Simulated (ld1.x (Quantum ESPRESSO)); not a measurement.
## Cutoff test, Mo (Z = 42), TM

| Item | Value |
| --- | --- |
| Element | molybdenum (Mo) |
| Generator | ld1.x (Quantum ESPRESSO) 7.5 |
| Type | norm-conserving Troullier–Martins (Kleinman–Bylander form) |
| Functional | PBEsol |
| Relativity | non-relativistic |
| Frozen core | [Kr] |
| Valence charge | 6 |
| Reference configuration | 4d6 5s0 5p0 |
| Partial waves | 5s (bound, empty): rc 3.50 bohr; 5p (bound, empty): rc 2.90 bohr; 4d (bound): rc 2.30 bohr |
| Local potential | all-electron potential smoothed inside 3.40 bohr (lloc = -1) |
| Core correction | a·sin(br)/r model core inside 1.45 bohr |

The pseudo-atom Hamiltonian at the reference potential is diagonalised in spherical Bessel functions j_l(qr) that vanish at 20 bohr, with q² up to the cutoff. All-electron valence levels (Ry): 5s -0.2261, 5p -0.0449, 4d -0.1708.

Question: How do the lowest levels (Ry) of each channel move with the cutoff, and are there ghosts?

Answer:

```
cutoff (Ry)     s #1    s #2     p #1    p #2     d #1    f #1    f #2  Σ f·Δε (mRy)
          8  -0.2255  0.0133  -0.0440  0.0565   0.0453  0.1034  0.2283        1296.6
         12  -0.2261  0.0132  -0.0446  0.0562   0.0247  0.1034  0.2283        1173.1
         15  -0.2261  0.0132  -0.0447  0.0562  -0.0181  0.1034  0.2283         916.4
         21  -0.2262  0.0132  -0.0447  0.0562  -0.1322  0.1034  0.2283         231.6
         25  -0.2262  0.0132  -0.0447  0.0561  -0.1537  0.1034  0.2283         102.7
         35  -0.2262  0.0132  -0.0447  0.0561  -0.1703  0.1034  0.2283           2.8
         40  -0.2262  0.0132  -0.0447  0.0561  -0.1707  0.1034  0.2283           0.4
         50  -0.2262  0.0132  -0.0447  0.0561  -0.1707  0.1034  0.2283           0.3
        400  -0.2262  0.0132  -0.0447  0.0561  -0.1708  0.1034  0.2283           0.0
```

Result: no extra level below or beside the all-electron valence levels (s, p, d, f tested); 10 mRy is reached at 35 Ry and 1 mRy at 40 Ry.

Its largest configuration-test error is -2373 meV.
